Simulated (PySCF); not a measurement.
Si(H)2(Et)(OMe), SMILES CC[SiH2]OC, singlet (GFN2-xTB optimised geometry):

```
15

Si    -0.444    -0.305     0.000
C     -1.160    -1.279     1.454
C     -0.729    -0.693     2.791
O     -1.026    -1.098    -1.291
C     -0.810    -0.803    -2.635
H      1.026    -0.305     0.000
H     -0.884     1.098     0.000
H     -2.250    -1.287     1.402
H     -0.842    -2.321     1.403
H     -1.062     0.338     2.881
H      0.354    -0.703     2.882
H     -1.146    -1.260     3.622
H      0.255    -0.844    -2.875
H     -1.180     0.196    -2.877
H     -1.344    -1.541    -3.235
```

Calculation: PBE0/def2-TZVP (PySCF 2.14.0).

Question: What are the frontier orbital energies and the dipole moment?

Answer: HOMO-2 -8.96 eV, HOMO-1 -8.19 eV, HOMO -7.98 eV, LUMO 0.52 eV, LUMO+1 1.25 eV; dipole moment 0.40 D.

On the same geometry PBE/def2-TZVP (PySCF) gives HOMO-2 -7.44 eV, HOMO-1 -6.84 eV, HOMO -6.46 eV, LUMO -0.33 eV, LUMO+1 0.45 eV; dipole moment 0.33 D.

Meta-Löwdin charges at PBE0/def2-TZVP: Si1 0.89, C2 -0.45, C3 -0.34, O4 -0.62, C5 -0.12, H6 -0.14, H7 -0.14, H8 0.12, H9 0.12, H10 0.11, H11 0.11, H12 0.12, H13 0.10, H14 0.10, H15 0.12.
